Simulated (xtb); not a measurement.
xtb input (GFN1-xTB):

```bash
xtb mol.xyz --gfn 1 --opt tight --chrg 0 --uhf 0
```
mol.xyz:
```
16

B     -0.00000000     0.00000000    -0.00000000
O      0.70673726     1.10572871     0.37874790
C      0.20053317     2.41093923     0.12744964
O      0.49861260    -1.24719551     0.24789583
C      1.75228937    -1.41047805     0.89951019
O     -1.20534986     0.14146680    -0.62664373
C     -1.95282254    -1.00046118    -1.02695983
H      0.92897385     3.12216411     0.51374631
H      0.06219077     2.57903681    -0.94235305
H     -0.75674533     2.56406048     0.62949044
H      1.73799874    -0.96395665     1.89564654
H      2.55693484    -0.94898031     0.32380305
H      1.93712295    -2.48011060     0.98561782
H     -1.39072146    -1.60759200    -1.73921523
H     -2.20965756    -1.62256833    -0.16737175
H     -2.86609680    -0.64205351    -1.49936414
```

Output:

```
           -------------------------------------------------
          |                Calculation Setup                |
           -------------------------------------------------

           -------------------------------------------------
          |                 G F N 1 - x T B                 |
           -------------------------------------------------

        Reference                      10.1021/acs.jctc.7b00118
      * Hamiltonian:
        H0-scaling (s, p, d)           1.850000    2.250000    2.000000
        zeta-weighting                 0.000000
      * Dispersion:
        s8                             2.400000
        a1                             0.630000
        a2                             5.000000
        s9                             0.000000
      * Repulsion:
        kExp                           1.500000
        rExp                           1.000000
      * Coulomb:
        alpha                          2.000000
        third order                    atomic
        anisotropic                    false
      * Halogen bond correction:
        rad-scale                      1.300000
        damping                        0.440000

          ...................................................
          :                      SETUP                      :
          :.................................................:
          :  # basis functions                  46          :
          :  # atomic orbitals                  46          :
          :  # shells                           32          :
          :  # electrons                        42          :
          :  # halogen bonds                     0          :
          :  max. iterations                   250          :
          :  Hamiltonian                  GFN1-xTB          :
          :  restarted?                      false          :
          :  GBSA solvation                  false          :
          :  PC potential                    false          :
          :  electronic temp.          300.0000000     K    :
          :  accuracy                    1.0000000          :
          :  -> integral cutoff          0.2500000E+02      :
          :  -> integral neglect         0.1000000E-07      :
          :  -> SCF convergence          0.1000000E-05 Eh   :
          :  -> wf. convergence          0.2000000E-04 e    :
          :  Broyden damping             0.4000000          :
          :  net charge                          0          :
          :  unpaired electrons                  0          :
          ...................................................

 iter      E             dE          RMSdq      gap      omega  full diag
   1    -26.8884005 -0.268884E+02  0.796E+00    9.01       0.0  T
   2    -27.0575516 -0.169151E+00  0.453E+00    8.68       1.0  T
   3    -27.0590630 -0.151145E-02  0.150E+00    8.67       1.0  T
   4    -27.0603192 -0.125619E-02  0.428E-01    8.91       1.0  T
   5    -27.0632271 -0.290794E-02  0.119E-01    8.82       1.0  T
   6    -27.0634448 -0.217615E-03  0.283E-02    8.82       1.0  T
   7    -27.0634584 -0.136690E-04  0.216E-03    8.82      11.6  T
[...]
        28                         -0.0626808              -1.7056
        29                         -0.0626808              -1.7056
        30                         -0.0623358              -1.6962
        31                         -0.0620812              -1.6893
        32                          0.0661577               1.8002
       ...                                ...                  ...
        46                          0.6077446              16.5376
      -------------------------------------------------------------
                  HL-Gap            0.3236370 Eh            8.8066 eV
             Fermi-level           -0.2950316 Eh           -8.0282 eV

  Mulliken/CM5 charges         n(s)   n(p)   n(d)
     1B     0.70790  0.58156   0.716  1.576  0.000
     2O    -0.48519 -0.51551   1.664  4.821  0.000
     3C     0.18077  0.06972   0.966  2.853  0.000
     4O    -0.48519 -0.51551   1.664  4.821  0.000
     5C     0.18077  0.06972   0.966  2.853  0.000
     6O    -0.48519 -0.51551   1.664  4.821  0.000
     7C     0.18077  0.06972   0.966  2.853  0.000
     8H     0.02097  0.08069   0.979  0.000  0.000
     9H     0.02374  0.08563   0.976  0.000  0.000
    10H     0.02374  0.08563   0.976  0.000  0.000
    11H     0.02374  0.08563   0.976  0.000  0.000
    12H     0.02374  0.08563   0.976  0.000  0.000
    13H     0.02097  0.08069   0.979  0.000  0.000
    14H     0.02374  0.08563   0.976  0.000  0.000
    15H     0.02374  0.08563   0.976  0.000  0.000
    16H     0.02097  0.08069   0.979  0.000  0.000

Wiberg/Mayer (AO) data.
largest (>0.10) Wiberg bond orders for each atom

 ---------------------------------------------------------------------------
     #   Z sym  total        # sym  WBO       # sym  WBO       # sym  WBO
 ---------------------------------------------------------------------------
     1   5 B    3.240 --     6 O    1.061     2 O    1.061     4 O    1.061
     2   8 O    2.141 --     1 B    1.061     3 C    0.939
     3   6 C    3.912 --     8 H    0.988    10 H    0.983     9 H    0.983
                             2 O    0.939
     4   8 O    2.141 --     1 B    1.061     5 C    0.939
     5   6 C    3.912 --    13 H    0.988    11 H    0.983    12 H    0.983
                             4 O    0.939
     6   8 O    2.141 --     1 B    1.061     7 C    0.939
     7   6 C    3.912 --    16 H    0.988    15 H    0.983    14 H    0.983
                             6 O    0.939
     8   1 H    1.019 --     3 C    0.988
     9   1 H    1.011 --     3 C    0.983
    10   1 H    1.011 --     3 C    0.983
    11   1 H    1.011 --     5 C    0.983
    12   1 H    1.011 --     5 C    0.983
    13   1 H    1.019 --     5 C    0.988
    14   1 H    1.011 --     7 C    0.983
    15   1 H    1.011 --     7 C    0.983
    16   1 H    1.019 --     7 C    0.988
 ---------------------------------------------------------------------------

Topologies differ in total number of bonds
Writing topology from bond orders to xtbtopo.mol

 dipole moment from electron density (au)
     X       Y       Z
  -0.0000   0.0000  -0.0000  total (Debye):    0.000

           -------------------------------------------------
          |                Geometry Summary                 |
           -------------------------------------------------

      molecular mass/u    :      103.9129173
   center of mass at/Å    :       -0.0000000       0.0000000      -0.0000000
Note: The following floating-point exceptions are signalling: IEEE_DENORMAL
normal termination of xtb
  moments of inertia/u·Å² :        0.1920933E+03   0.1920933E+03   0.3745963E+03
rotational constants/cm⁻¹ :        0.8775751E-01   0.8775751E-01   0.4500213E-01

 * 15 selected distances

     #   Z          #   Z                                           value/Å
     1   5 B        2   8 O                                       1.3742351
     2   8 O        3   6 C                                       1.4142359 (max)
     1   5 B        4   8 O                                       1.3742351
     4   8 O        5   6 C                                       1.4142359
     1   5 B        6   8 O                                       1.3742351
     6   8 O        7   6 C                                       1.4142359
     3   6 C        8   1 H                                       1.0932101
     3   6 C        9   1 H                                       1.0965285
     3   6 C       10   1 H                                       1.0965285
     5   6 C       11   1 H                                       1.0965285
     5   6 C       12   1 H                                       1.0965285
     5   6 C       13   1 H                                       1.0932101
     7   6 C       14   1 H                                       1.0965285
     7   6 C       15   1 H                                       1.0965285
     7   6 C       16   1 H                                       1.0932101 (min)

 * 3 distinct bonds (by element types)

   Z      Z             #   av. dist./Å        max./Å        min./Å
   1 H    6 C           9     1.0954224     1.0965285     1.0932101
   5 B    8 O           3     1.3742351     1.3742351     1.3742351
   6 C    8 O           3     1.4142359     1.4142359     1.4142359

optimized geometry written to: xtbopt.xyz

           -------------------------------------------------
          | TOTAL ENERGY              -26.840664128215 Eh   |
          | GRADIENT NORM               0.000172216378 Eh/α |
          | HOMO-LUMO GAP               8.806610420871 eV   |
           -------------------------------------------------

------------------------------------------------------------------------
------------------------------------------------------------------------
 total:
 SCF:
 ANC optimizer:
```
